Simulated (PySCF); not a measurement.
A species of formula C8H12Ge has this rotational fingerprint, computed with PySCF 2.14.0, PBE0-D3(BJ)/def2-SVP geometry optimisation, gas phase:

* Rotational constants: A = 1809, B = 968.4, C = 703.8 MHz
* Dipole components: |μa| = 0.32 D, |μb| = 0.14 D, |μc| = 0.45 D
* Inertial defect: -83.26 u·Å²
* κ: -0.52

Question: Which candidate fits, each taken in the one conformer that was computed?
A. `[CH2:1]=[CH:2][CH2:3][C:4]1=[CH:5][CH:6]=[CH:7][Ge@H:8]1[CH3:9]` with C1–C2–C3–C4 -115°, C2–C3–C4–C5 -119°
B. `[CH2:1]=[CH:2][Ge:3]([CH:4]=[CH2:5])([CH:6]=[CH2:7])[CH:8]=[CH2:9]` with C1–C2–Ge3–C4 136°, C2–Ge3–C4–C5 -138°, C2–Ge3–C6–C7 -135°, C2–Ge3–C8–C9 -130°

Answer: A. It is C=CC[C]1=CC=[CH][Ge@H]1[CH3], an asymmetric top, point group C1. The candidates at the same level (rigid rotor, commonest isotopes):

```csv
SMILES,A (MHz),B (MHz),C (MHz),μa (D),μb (D),μc (D),Δ (u·Å²),point group,rotor
C=CC[C]1=CC=[CH][Ge@H]1[CH3],1809,968.4,703.8,0.32,0.14,0.45,-83.26,C1,asymmetric top
C=[CH][Ge]([CH]=C)([CH]=C)[CH]=C,1295,993.3,986.3,0.11,0.11,0.03,-386.62,C1,near-prolate asymmetric top
```

`C=[CH][Ge]([CH]=C)([CH]=C)[CH]=C` has C 40 % too high. No structure here is proved a minimum.
